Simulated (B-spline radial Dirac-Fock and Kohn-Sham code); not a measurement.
The Ce atom: differential elastic cross section for positrons at 259 eV

These are calculated numbers from a radial finite-basis atomic code; the model is relativistic (Dirac) partial waves in the static field of the Dirac-Fock atom, without polarisation or absorption potentials. Below a few hundred eV the neglected polarisation potential matters, most of all at small angles.

The run's input, task.json:

```json
{"items": [{
  "Z": 58,
  "q": 0,
  "cfg": [[1, 0, 2], [2, 0, 2], [2, 1, 6], [3, 0, 2], [3, 1, 6], [3, 2, 10], [4, 0, 2], [4, 1, 6], [4, 2, 10], [4, 3, 1], [5, 0, 2], [5, 1, 6], [5, 2, 1], [6, 0, 2]],
  "A": 140,
  "rrms": 4.8771,
  "do": "elastic",
  "energies": [[259.0, 1]],
  "theta": [5, 10, 15, 20, 25, 30, 35, 40, 45, 50, 55, 60, 65, 70, 75, 80, 85, 90, 95, 100, 105, 110, 115, 120, 125, 130, 135, 140, 145, 150, 155, 160, 165, 170, 175]
}]}
```

Run with: `python xray2_run.py task.json out`

```csv
θ (°),dσ/dΩ (a₀²/sr)
5,175
10,56.5
15,19.3
20,8.60
25,4.55
30,2.75
35,1.85
40,1.33
45,1.00
50,0.771
55,0.608
60,0.489
65,0.402
70,0.335
75,0.284
80,0.244
85,0.212
90,0.186
95,0.165
100,0.148
105,0.134
110,0.122
115,0.113
120,0.104
125,0.0974
130,0.0916
135,0.0867
140,0.0826
145,0.0791
150,0.0763
155,0.0740
160,0.0722
165,0.0708
170,0.0699
175,0.0693
```

The total elastic cross section is 24.9 a₀², the first transport cross section 2.78 a₀² and the second, weighted with (3/2) sin²θ, 5.06 a₀². The mean deflection is ⟨1 − cos θ⟩ = 0.112, and 2.8 % of the collisions scatter beyond 90°.

Phase shifts modulo π (rad) for κ = −1 to −5: -0.811, 0.343, 1.151, -1.433, -1.046.
